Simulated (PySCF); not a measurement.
# Electron correlation in Mn⁺ (manganese, charge +1)

[Ar] 3d5 4s1, high-spin 7S determinant. All numbers are calculated (PySCF 2.14, scalar relativity by spin-free X2C-1e, in x2c-TZVPPall (6s5p4d2f1g, 64 functions)). Frozen: [Ne]; 14 electrons correlated.

MP2 pair energies summed by pair of shells (mhartree):

| pair | energy | share (%) |
| --- | --- | --- |
| 3p-3d | -170.67 | 41.9 |
| 3p-3p | -77.45 | 19.0 |
| 3d-3d | -70.57 | 17.3 |
| 3s-3p | -31.27 | 7.7 |
| 3s-3d | -27.66 | 6.8 |
| 3d-4s | -13.33 | 3.3 |
| 3p-4s | -11.27 | 2.8 |
| 3s-3s | -4.23 | 1.0 |
| 3s-4s | -0.82 | 0.2 |

Total MP2 correlation energy: -407.28 mhartree.

Same-spin part -160.18 and opposite-spin part -247.09 mhartree; SCS-MP2 scales them by 1/3 and 6/5 to -349.90 mhartree.

This basis was not built for core-valence correlation, so the inner-shell part is incomplete.
